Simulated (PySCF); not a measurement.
C$_{3}$H$_{7}$O$_{3}$ (SMILES COC(=O)[OH+]C), charge +1, singlet, geometry from GFN2-xTB. Base run: TPSS/STO-3G (PySCF).

The PySCF input:
```python
from pyscf import gto, scf, dft

mol = gto.M(
    atom='''
C     2.436945    0.246000   -0.304260
O     1.067879   -0.083175   -0.648920
C     0.160729    0.050397    0.225021
O     0.022700    0.431928    1.313095
O    -1.124619   -0.529626   -0.477989
C    -2.399879   -0.122121    0.079044
H     2.487047    0.744392    0.662646
H     3.004990   -0.683780   -0.286058
H     2.811615    0.894159   -1.095063
H    -1.094256   -0.436771   -1.452867
H    -2.291991   -0.104075    1.163762
H    -2.697573    0.862865   -0.278680
H    -3.134280   -0.875455   -0.202052
''',
    basis='sto-3g',
    charge=1,
    spin=0,
    verbose=5,
)

mf = dft.RKS(mol)
mf.xc = 'tpss'
mf.kernel()
mf.analyze()
```

The job was repeated with other settings on one machine. Differences are taken from the largest grid of the series, which the next largest meets within 10 µEh (grids.level = 7: -339.512875 Eh). The cheapest run took around 3 core-seconds (rough).

| setting | grid points | cost, times the cheapest (rough) | difference in total energy (µEh) |
|---|---|---|---|
| grids.level = 1 | 48384 | 1 | 2 |
| grids.prune = dft.gen_grid.sg1_prune | 68344 | 1 | 97 |
| grids.level = 2 | 104856 | 2 | 3 |
| base | 153256 | 4 | 8 |
| grids.prune = off | 241600 | 4 | 8 |
| grids.level = 4 | 280560 | 6 | 0 |
| grids.level = 5 | 422648 | 10 | 0 |
| grids.level = 7 | 870832 | 20 | reference |

Times come from a shared machine, hold the start-up and are rough.
